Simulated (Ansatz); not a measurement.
Calculated with Ansatz (gas phase, PBE0-D4/def2-TZVP geometries, no zero-point term in ΔE). CCSD(T)/CBS adds triple-zeta CCSD(T) − MP2 to the extrapolated MP2 energy (def2 sets, frozen cores). This one scheme is used for every species, atoms too. Functionals use def2-TZVPP. B3LYP here is the variant with VWN-RPA as its local correlation; programs differ in this. Open shells (•) are unrestricted, without spin–orbit coupling. Spin–orbit coupling would lower the free atoms: a little for Al, C, F, O. One conformer a species, not always the lowest.

`C[O][Al]([F])[O]C` → Al• + 2 C• + F• + 6 H• + 2 O•  (atomization)

`C[O][Al]([F])[O]C`:

```xyz
12

C    -0.297    1.098   -1.753
O    -0.013    1.608   -0.485
Al    0.271    1.064    1.067
F     0.560    2.201    2.212
O     0.287   -0.530    1.561
C     0.116   -1.811    1.036
H    -1.253    1.494   -2.111
H    -0.359    0.003   -1.766
H     0.480    1.400   -2.461
H    -0.716   -2.314    1.539
H     1.019   -2.408    1.201
H    -0.094   -1.805   -0.040
```

| level | ΔE (kcal/mol) |
| --- | --- |
| r2SCANh-D4 | 1138.7 |
| B3LYP | 1134.2 |
| LC-ωPBE | 1143.4 |
| HF/CBS(def2) | 841.3 |

What does CCSD(T)/CBS give? (An estimate is asked.)

The calculation gave: +1149.2 kcal/mol. The listed levels differ from it by -10.5, -15.0, -5.8, -307.9 kcal/mol.

Largest T1 diagnostic among the species: 0.018.

The D4 term adds +7.8 kcal/mol with B3LYP and +4.2 kcal/mol with PBE0; it sums over pairs of atoms, weighted by their polarisabilities, and B3LYP, whose exchange is more repulsive, gets the larger term. In def2-TZVPP, CCSD(T) changes the Hartree–Fock value by +280.4 kcal/mol (the triples alone add +15.9 kcal/mol) and MP2 by +309.4 kcal/mol; breaking electron pairs costs correlation energy, which Hartree–Fock lacks. Leaving LDA and LC-ωPBE aside and taking each functional with its dispersion term where it has one, the values, not all of them listed here, spread over 57.1 kcal/mol, from BHLYP-D4 to PBE-D4. LDA lies +150.9 kcal/mol from PBE without D4, its usual overbinding.

For atomizations the MP2-based limit and the directly extrapolated one differ by several kJ/mol either way, and by 10 to 25 for some Ge, Se and Sn compounds, so smaller differences from it don't rank the levels.
